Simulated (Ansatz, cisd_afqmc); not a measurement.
Species: BH$_{3}$, charge 1, doublet. BH3+ (parent SMILES B, doublet).
B3LYP-D3(BJ)/def2-TZVP minimum from Ansatz (an electronic-structure program):
```
B
H 1 1.1697
H 1 1.2751 2 144.83
H 1 1.2751 2 144.83 3 -180.00
```
Charge +1, spin multiplicity 2.

Total energies in cc-pVDZ, 5 correlated electrons, 1 frozen orbitals. Open shells are spin-unrestricted; no spin-orbit coupling. Correlated methods leave the cores frozen. No relativity. AFQMC is phaseless with a CISD trial state; ± is one standard error, without the phaseless bias. Outlying blocks are dropped, and bars are widened where a walk drifts. Over all cases where full CI ran beside it in this data, AFQMC minus full CI had a median of +0.1 mEh and passed +0.4 mEh in a tenth of the cases. Full CI freezes restricted core orbitals and the other rows unrestricted ones, which leaves a small offset even where coupled cluster is exact. The spin of H3B+ (parent SMILES B, doublet) was assumed, and the state is the lowest solution found for it.

```
method         program        energy (Eh)  error against FCI (mEh)
----------  ----------  -----------------  -----------------------
HF              Ansatz          -25.97985                    90.85
MP2             Ansatz          -26.04786                    22.84
CCSD            Ansatz          -26.06904                     1.66
CCSD(T)         Ansatz          -26.07029                     0.41
CCSDT(Q)        Ansatz          -26.07071                     0.00
CCSDTQ          Ansatz          -26.07071                    -0.01
AFQMC/CISD  cisd_afqmc  -26.0706 ± 0.0001                0.1 ± 0.1
FCI             Ansatz          -26.07070                     0.00
```

Rough core times of Ansatz's runs on a shared machine: CCSD(T) under 20 s, CCSDT(Q) under 20 s, CCSDTQ 50 s, FCI under 20 s.
